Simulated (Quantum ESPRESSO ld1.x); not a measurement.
Input file for ld1.x (Quantum ESPRESSO 7.5):

```
 &input
    zed=23.0,
    iswitch=1,
    rel=1,
    lsd=1,
    dft='PW',
    config='[Ar] 3d3 4s2',
    prefix='ld1',
    max_out_wfc=37,
    file_charge='ld1.rho',
 /
```

Output (excerpt):

```
     Program LD1 v.7.5 starts

     --------------------------- All-electron run ----------------------------

     scalar relativistic calculation

     atomic number is 23.00
     dft =PW   lsd =1 sic =0 latt =0  beta=0.20 tr2=1.0E-14
     Exchange-correlation= PW
                           (   1   4   0   0   0   0   0)
     mesh =1969 r(mesh) = 100.33412 a.u. xmin = -8.00 dx = 0.00800
     1 Ry =  13.60569312 eV, c = 137.03599908

     n l     nl                  e(Ry)          e(Ha)          e(eV)
     1 0     1S 1( 1.00)      -393.2674      -196.6337     -5350.6754
     2 0     2S 1( 1.00)       -44.1775       -22.0887      -601.0651
     2 1     2P 1( 3.00)       -36.9480       -18.4740      -502.7038
     3 0     3S 1( 1.00)        -5.1979        -2.5989       -70.7206
     3 1     3P 1( 3.00)        -3.2955        -1.6478       -44.8380
     3 2     3D 1( 3.00)        -0.4540        -0.2270        -6.1765
     4 0     4S 1( 1.00)        -0.3769        -0.1885        -5.1282
     1 0     1S 2( 1.00)      -393.2673      -196.6337     -5350.6743
     2 0     2S 2( 1.00)       -44.1009       -22.0504      -600.0227
     2 1     2P 2( 3.00)       -36.8883       -18.4442      -501.8912
     3 0     3S 2( 1.00)        -5.0010        -2.5005       -68.0417
     3 1     3P 2( 3.00)        -3.1027        -1.5514       -42.2144
     3 2     3D 2( 0.00)        -0.2879        -0.1440        -3.9175
     4 0     4S 2( 1.00)        -0.3258        -0.1629        -4.4333

     final scf error:  1.5E-15 reached in  25 iterations

     Etot =   -1894.247916 Ry,    -947.123958 Ha,  -25772.555850 eV
     Total magnetization:    3.00 Bohr mag.

     Ekin =    1910.785098 Ry,     955.392549 Ha,   25997.555674 eV
     Encl =   -4513.031409 Ry,   -2256.515704 Ha,  -61402.920403 eV
     Eh   =     794.413067 Ry,     397.206533 Ha,   10808.540398 eV
     Exc  =     -86.414673 Ry,     -43.207336 Ha,   -1175.731519 eV
```

Run on one thread of a shared host, so times are rough (Intel(R) Xeon(R) Processor @ 2.60GHz): 0.61 s of CPU time, 1.4 s wall, 25 iterations on 1969 mesh points, peak memory 30 MiB.
